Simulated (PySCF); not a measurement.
CdHIO. Atoms are numbered in the order given.

```xyz
4

Cd     0.0036     1.0745     0.0000
I     -0.0001    -1.4976     0.0000
O     -0.1144     3.0411     0.0000
H      0.7461     3.4671     0.0000
```
Charge 0, spin multiplicity 1.

Geometry optimised at PBE0-D3(BJ)/def2-TZVP. The def2 effective core potentials stand for the cores of Cd, I; spin–orbit coupling is left out. One conformer was computed; it need not be the lowest.

Calculation: C-PCM-B3LYP/def2-SVP (PySCF).

The values are the electrostatic part of the solvation free energy, E(continuum) − E(gas) at the gas-phase geometry, in a cavity of scaled van der Waals radii (PySCF's table); cavitation and dispersion terms are not included. A continuum can't describe solvent molecules that bind to the metal. In vacuum the orbital gap is 5.18 eV. The dipole moment in vacuum is 1.53 D.

Task: Estimate the values in water (ε = 78.36), chlorobenzene (ε = 5.70), acetonitrile (ε = 35.69). (An estimate is asked for; the answer gives what the named calculation found.)

Result: 
```json
[
 {"solvent": "water", "ε": "78.36", "ΔG(elec) (kcal/mol)": "-14.6", "dipole (D)": "2.35", "gap (eV)": "5.70"},
 {"solvent": "chlorobenzene", "ε": "5.70", "ΔG(elec) (kcal/mol)": "-11.8", "dipole (D)": "2.16", "gap (eV)": "5.60"},
 {"solvent": "acetonitrile", "ε": "35.69", "ΔG(elec) (kcal/mol)": "-14.4", "dipole (D)": "2.33", "gap (eV)": "5.69"}
]
```
